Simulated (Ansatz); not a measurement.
Conformers of C$_{9}$H$_{20}$, SMILES `CCCCCC(C)(C)C`, each relaxed with PBE0-D4/def2-TZVP in Ansatz. CBS adds the triple-zeta coupled-cluster correction to the MP2 limit.

Not all of them had a frequency check.

Conformer A:

Cartesian coordinates in Å:
```
C 1.411 2.211 1.993
C 1.244 0.786 2.493
C -0.171 0.239 2.336
C -0.711 0.222 0.910
C 0.117 -0.629 -0.040
C -0.404 -0.763 -1.478
C -1.780 -1.424 -1.503
C -0.482 0.604 -2.153
C 0.577 -1.640 -2.252
H 1.245 2.286 0.915
H 0.701 2.886 2.482
H 2.417 2.586 2.195
H 1.515 0.741 3.553
H 1.955 0.132 1.978
H -0.849 0.833 2.960
H -0.203 -0.781 2.739
H -1.740 -0.151 0.940
H -0.775 1.248 0.533
H 0.213 -1.637 0.385
H 1.135 -0.227 -0.092
H -2.108 -1.589 -2.532
H -1.758 -2.395 -0.999
H -2.536 -0.807 -1.012
H 0.488 1.111 -2.127
H -0.775 0.500 -3.201
H -1.215 1.254 -1.670
H 0.657 -2.633 -1.799
H 1.577 -1.196 -2.263
H 0.255 -1.769 -3.289
```

Conformer B:

Cartesian coordinates in Å:
```
C 3.071 1.090 1.024
C 1.946 1.351 2.013
C 0.651 0.620 1.684
C -0.031 1.104 0.411
C -1.326 0.361 0.075
C -1.229 -0.774 -0.958
C -0.173 -1.804 -0.565
C -2.590 -1.463 -1.030
C -0.894 -0.208 -2.335
H 2.825 1.447 0.021
H 3.285 0.019 0.950
H 3.993 1.591 1.330
H 2.276 1.053 3.014
H 1.749 2.429 2.068
H -0.051 0.740 2.517
H 0.854 -0.455 1.615
H 0.664 1.039 -0.432
H -0.245 2.172 0.529
H -1.748 -0.050 1.001
H -2.070 1.072 -0.300
H -0.154 -2.624 -1.288
H -0.382 -2.231 0.419
H 0.828 -1.366 -0.539
H -2.857 -1.906 -0.066
H -3.376 -0.752 -1.301
H -2.587 -2.261 -1.777
H 0.076 0.297 -2.343
H -1.650 0.514 -2.656
H -0.854 -1.006 -3.081
```

Which is lowest in electronic energy at CCSD(T)/CBS (frozen core, def2 sets), and by how much? (Estimate.)

The calculation gave: A; B lies 6.7 kJ/mol higher.

Give the energies relative to A (kJ/mol) with B2PLYP/def2-TZVPP, PBE/def2-TZVPP, B3LYP/def2-TZVPP, SCS-MP2/def2-TZVPP, CCSD/def2-TZVPP, HF/def2-QZVPP, SCS-MP2/def2-QZVPP. (An estimate is asked.)

Computed: 
| level | B |
| --- | --- |
| B2PLYP/def2-TZVPP | 6.8 |
| PBE/def2-TZVPP | 6.1 |
| B3LYP/def2-TZVPP | 6.6 |
| SCS-MP2/def2-TZVPP | 7.2 |
| CCSD/def2-TZVPP | 7.0 |
| HF/def2-QZVPP | 7.9 |
| SCS-MP2/def2-QZVPP | 7.1 |

B3LYP here is the variant with VWN-RPA as its local correlation; programs differ in this.
